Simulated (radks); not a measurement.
Coulomb parameter of the 4d shell of neutral ruthenium in the model configuration [Kr] 4d7 5s1, as a second difference U = [E(n + 0.5) + E(n - 0.5) - 2 E(n)] / (0.5)^2 with all orbitals relaxed. "Bare": the charge of the atom changes with n. "Screened": the 5s shell takes up the change at fixed total charge, which measures U(4d,4d) + U(5s,5s) - 2 U(4d,5s). Calculated with a radial shooting solver on a logarithmic mesh with Libxc functionals: Dirac Kohn-Sham, PBE, spin-unpolarised, spherical densities, point nucleus; open shells are shared between the two j in proportion to 2j + 1.

| case | configuration | E - E(n) (eV) |
|---|---|---|
| start | [Kr] 4d7 5s1 | 0.000 |
| bare +0.5 | [Kr] 4d7.5 5s1 | -1.547 |
| bare -0.5 | [Kr] 4d6.5 5s1 | 3.779 |
| screened +0.5 | [Kr] 4d7.5 5s0.5 | -0.318 |
| screened -0.5 | [Kr] 4d6.5 5s1.5 | 0.660 |

U(bare) = 8.930 eV, U(screened by 5s) = 1.370 eV. The step up makes a negative ion, whose loosely bound charge lowers the bare value.
